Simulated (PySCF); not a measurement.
Mayer bond orders and bond lengths

C2H5F5SSi2.
SMILES with atom numbers: `[F:1][C:2]([F:3])([F:4])[C:5]([F:6])([F:7])[SiH2:8][S:9][SiH3:10]` (hydrogens: H11, H12 on Si8; H13, H14, H15 on Si10)

Cartesian coordinates in Å at the PBE0-D3(BJ)/def2-SVP level; atoms count from 1:
```xyz
15
C2H5F5SSi2 angstrom
F     -3.0567    0.4997    0.9384
C     -2.4104   -0.1416   -0.0319
F     -3.0628   -1.2581   -0.3127
F     -2.4021    0.6332   -1.1150
C     -0.9717   -0.4225    0.4142
F     -1.0375   -1.2367    1.4897
F     -0.3729   -1.1114   -0.5953
Si     0.1038    1.1435    0.8300
S      2.0186    0.4712    1.4610
Si     2.7477   -0.4629   -0.3547
H      0.1538    1.9843   -0.3970
H     -0.5249    1.8528    1.9733
H      2.4363   -1.9177   -0.3693
H      4.2239   -0.2648   -0.3406
H      2.1446    0.2141   -1.5383
```

Bond orders from the PBE0/pcSseg-1 density (PySCF). Isolated species at its PBE0-D3(BJ)/def2-SVP geometry (one conformer only).

(1) How far do the computed orders between heavy atoms stray from the drawn ones?

(2) Set the Mayer orders of the bonds between heavy atoms beside their lengths.

Answers

(1) The largest departure is 0.242, at C5–Si8 (drawn single, 0.758). Drawn single, order below 0.88: C5–Si8 (0.758).

(2) 
```tsv
bond	drawn as	length (Å)	Mayer order
F1–C2	single	1.331	1.002
C2–F3	single	1.323	1.038
C2–F4	single	1.332	1.003
C2–C5	single	1.532	0.905
C5–F6	single	1.351	0.932
C5–F7	single	1.361	0.907
C5–Si8	single	1.945	0.758
Si8–S9	single	2.125	1.024
S9–Si10	single	2.168	0.894
```

By pair of heavy elements: C–F: lowest C5–F7 (0.907, 1.361 Å), highest C2–F3 (1.038, 1.323 Å). S–Si: lowest S9–Si10 (0.894, 2.168 Å), highest Si8–S9 (1.024, 2.125 Å).

Q: And the bonds to hydrogen?

A: H–Si: 0.91 to 0.95 (5 bonds).

Q: Sum the orders of all bonds at each heavy atom with more than one neighbour and set the sums beside the valence in the SMILES.

A: C2 3.948 (drawn 4), C5 3.502 (drawn 4), Si8 3.646 (drawn 4), S9 1.918 (drawn 2), Si10 3.666 (drawn 4). Orders between atoms that aren't bonded are not in these sums.

Mayer orders depend on the basis set.
